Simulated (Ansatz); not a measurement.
Computed with Ansatz on PBE0-D4/def2-TZVP structures; ΔE is electronic, products minus reactants. CCSD(T)/CBS is the MP2 limit (def2-TZVPP, def2-QZVPP) plus CCSD(T) − MP2 in def2-TZVPP, frozen cores. This one scheme is used for every species. DFT in def2-TZVPP. For Se outer-core shells are correlated without core-valence functions, which leaves a few kJ/mol of doubt a bond. Scalar relativity is left out up to krypton. Each species was taken in one conformer, which may not be the lowest.

Consider the formal exchange of groups at the Se–C bond: `COC(O)[SeH]` + `O[SiH2][SiH3]` → `O[SiH2][SiH2][SeH]` + `COCO`.

`COC(O)[SeH]`:

Z-matrix (Å, degrees):
```
C
O 1 1.416
H 1 1.089 2 106.5
H 1 1.093 2 111.4 3 -119.7
H 1 1.097 2 110.7 3 118.6
C 2 1.369 1 113.2 3 -174.5
Se 6 1.974 2 109.2 1 169.9
O 6 1.393 2 108.9 1 -66.9
H 6 1.103 2 111.1 1 55.5
H 7 1.468 6 92.6 2 61.8
H 8 0.962 6 108.4 2 -172.1
```

`O[SiH2][SiH3]`:

Cartesian coordinates in Å:
```
O 0.162 0.687 -1.947
Si -0.581 -0.252 -0.807
Si 0.507 -0.165 1.272
H 0.248 1.623 -1.764
H -2.004 0.155 -0.613
H -0.556 -1.632 -1.352
H -0.235 -0.984 2.270
H 0.556 1.241 1.765
H 1.902 -0.672 1.176
```

`O[SiH2][SiH2][SeH]`:

```xyz
10

O     0.046    1.958    0.633
Si   -1.033    0.734    0.393
Si    0.046   -0.864   -0.941
Se    2.198   -0.905   -0.122
H     0.968    1.680    0.662
H    -2.244    1.324   -0.230
H    -1.429    0.077    1.673
H    -0.554   -2.225   -0.931
H     0.232   -0.422   -2.348
H     1.772   -1.357    1.211
```

`COCO`:

Cartesian coordinates in Å:
```
C 0.611 0.454 -1.104
O -0.552 0.593 -0.320
C -0.436 0.024 0.944
O -0.351 -1.371 0.921
H 0.417 0.945 -2.057
H 1.470 0.938 -0.621
H 0.855 -0.598 -1.281
H -1.315 0.367 1.499
H 0.480 0.362 1.445
H -1.180 -1.714 0.574
```

Is it downhill or uphill in electronic energy at CCSD(T)/CBS, and by how much? (Best estimate.)

The calculation gave: Downhill: ΔE = -1.24 eV.

What do these levels give: r2SCAN-D4, PBE0-D4, ωB97X-V, PBE0, HF/def2-TZVPP, CCSD/def2-TZVPP? (Estimate.)

The calculation gave: r2SCAN-D4 -1.21, PBE0-D4 -1.26, ωB97X-V -1.20, PBE0 -1.25, HF/def2-TZVPP -1.27, CCSD/def2-TZVPP -1.21 eV.

Largest T1 diagnostic among the species: 0.012.

From PBE to PBE0 (25 % exact exchange), in def2-TZVPP and without D4, ΔE moves by −0.06 eV. In def2-TZVPP, CCSD(T) changes the Hartree–Fock value by +0.08 eV (the triples alone add +0.02 eV) and MP2 by +0.05 eV.
